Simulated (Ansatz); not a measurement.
`FBBF` + H₂ → `BF` + `BF` at 500 K and 1 bar (hydrogenolysis of a B–B bond).

Calculated with Ansatz (gas phase, PBE0-D4/def2-TZVP geometries, no zero-point term in ΔE). CBS: MP2 limit from def2 TZ/QZ plus the TZ coupled-cluster correction, frozen cores. This one scheme is used for every species. Each species was taken in one conformer, which may not be the lowest.

| species | CCSD(T)/CBS energy (Eh) | H − E (kJ/mol) | S (J/(mol·K)) |
| --- | --- | --- | --- |
| `FBBF` | -250.44368 | 109.1 | 328.5 |
| H₂ | -1.17544 | 41.0 | 145.5 |
| `BF` | -125.82039 | 77.9 | 244.4 |
| `BF` | -125.82039 | 77.9 | 244.4 |

H − E and S are ideal-gas, rigid-rotor, harmonic terms from PBE0-D4/def2-TZVP, for one conformer and one mirror image of each species. The MP2-based limit puts H₂ 0.8 mEh under its directly extrapolated value; such offsets cancel only in part. 1 Eh = 2625.50 kJ/mol, R = 8.31446 J/(mol·K).

Q: By hand: ΔE, ΔH, ΔS and ΔG.

A: ΔE = (-125.82039) + (-125.82039) − (-250.44368) − (-1.17544) = -0.02166 Eh = -56.9 kJ/mol. Δ(H − E) = 77.9 + 77.9 − 109.1 − 41.0 = 5.7, so ΔH = -51.2 kJ/mol. ΔS = 244.4 + 244.4 − 328.5 − 145.5 = 14.8 J/(mol·K). ΔG = -51.2 − 500 × (14.8)/1000 = -58.6 kJ/mol.

Q: By hand: the equilibrium constant, and the temperature at which ΔG would vanish if ΔH and ΔS stayed fixed.

A: log₁₀ K = −ΔG/(RT ln 10) = 6.1. ΔH and −TΔS have one sign here, so there is no such temperature.

The number of gas molecules stays the same, so ΔS is small and ΔH decides. A doubt of 5 kJ/mol in ΔE shifts log₁₀ K by 0.5 here. Other conformers and mirror images would add mixing entropy, several J/(mol·K) or more a flexible species. These are equilibria of isolated gas molecules and say nothing of rates. Largest T1 diagnostic: 0.014 (customary marks: 0.02 for closed shells, 0.045 for open ones).
